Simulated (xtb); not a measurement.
A geometry relaxed with GFN2-xTB run with xtb, charge 0, multiplicity 1:

```xyz
11

H     -0.7404     0.9203     1.2745
Cl     2.6865     2.1863     0.4302
H     -0.8842     1.4317    -0.4332
F     -1.1232    -1.6248     0.7295
F     -1.3022    -1.0064    -1.3184
Cl     2.4205    -1.4401     1.3250
C     -1.4302    -0.5846    -0.0547
F     -2.7396    -0.3439     0.1326
Cl     2.1188    -0.3671    -2.2501
Sn     1.5976     0.2044    -0.0733
C     -0.6035     0.6244     0.2379
```

Task: Write the SMILES of this molecule.

Result: `FC(F)(F)[CH2][Sn]([Cl])([Cl])[Cl]`
